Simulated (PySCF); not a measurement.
Ti(Cl)2(O) cation (Cl₂OTi), SMILES [O]=[Ti]([Cl])[Cl] (connectivity only; charge and spin as stated), charge +1, multiplicity 2. Atoms are numbered in the order given.

```xyz
4

Ti    -0.8161     0.4190     0.0000
Cl     0.9584    -0.0985     1.3413
Cl     0.9584    -0.0985    -1.3413
O     -1.8290    -0.7335     0.0000
```
Charge +1, spin multiplicity 2.

Geometry: ωB97X-D3(BJ)/def2-SVP. The multiplicity is an assumed one; other spin states were not compared. The isomer is the one that the SMILES or the coordinates give; other isomers of the formula were not compared.

Computed with TDA-CAM-B3LYP/def2-SVPD (PySCF).

Vertical excitations. Isolated molecule, no solvent.

```
state    energy (eV)  λ (nm)      f                                                                                      main pairs
-------  -----------  ------  -----  ----------------------------------------------------------------------------------------------
root 1          1.22    1017  0.000                                                                                β HOMO→LUMO 97 %
root 2          2.04     607  0.002                                                          β HOMO−1→LUMO 59 %, β HOMO−2→LUMO 32 %
root 3          2.73     454  0.001                                                                              β HOMO−3→LUMO 95 %
root 4          2.82     440  0.033                                      β HOMO−2→LUMO 45 %, β HOMO−4→LUMO 20 %, β HOMO−1→LUMO 18 %
root 5          3.52     353  0.053                                                            α HOMO→LUMO 23 %, β HOMO−4→LUMO 43 %
root 6          3.88     320  0.000                                                             α HOMO→LUMO 5 %, β HOMO→LUMO+1 84 %
root 7          4.08     304  0.010                                                            α HOMO−1→LUMO 53 %, α HOMO→LUMO 34 %
root 8          4.12     301  0.000                α HOMO−2→LUMO 11 %, β HOMO−1→LUMO+1 55 %, β HOMO−5→LUMO+1 9 %, β HOMO→LUMO+2 9 %
root 9          4.27     290  0.000                α HOMO→LUMO+1 42 %, α HOMO−1→LUMO+1 7 %, β HOMO→LUMO+2 34 %, β HOMO−1→LUMO+1 6 %
root 10         4.34     286  0.066  α HOMO−1→LUMO 34 %, α HOMO→LUMO 25 %, β HOMO−4→LUMO 11 %, β HOMO−1→LUMO 6 %, β HOMO→LUMO+1 5 %
```
Unrestricted roots are not spin-pure.
